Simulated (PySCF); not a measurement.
C₂H₁₀BN.
SMILES: `C[BH-](C)[NH3+]`

The closed-shell ground state was solved at several levels (PySCF, density fitting, gas phase, non-relativistic). Geometry: PBE0-D3(BJ)/def2-SVP; no solvent, vibrations or thermal averaging.

```tsv
level	basis functions	HOMO (eV)	LUMO (eV)	gap (eV)	dipole (D)
PBE0/pcSseg-1	118	-7.29	0.31	7.60	5.01
B3LYP/pcJ-1	208	-7.14	-0.05	7.09	4.99
PBE/pcSseg-2	284	-6.02	-1.07	4.95	4.75
```

Problem. Estimate the row for PBE0/def2-SVPD, a basis of 160 functions; the other rows only guide the guess.

Solution. HOMO -7.30 eV, LUMO -0.20 eV, gap 7.10 eV, dipole 4.81 D.

Problem. Over all these levels, which gives the widest orbital gap and which the narrowest?

Solution. PBE0/pcSseg-1 (global hybrid, 25 % exact exchange) has the widest, 7.60 eV, and PBE/pcSseg-2 (GGA) the narrowest, 4.95 eV. Functional and basis both differ between the two, so the spread mixes both effects.

Problem. How far do the dipole and the HOMO energy spread over the levels?

Solution. The dipole runs from 4.75 to 5.01 D (mean 4.89 D) and the HOMO from -7.30 to -6.02 eV.
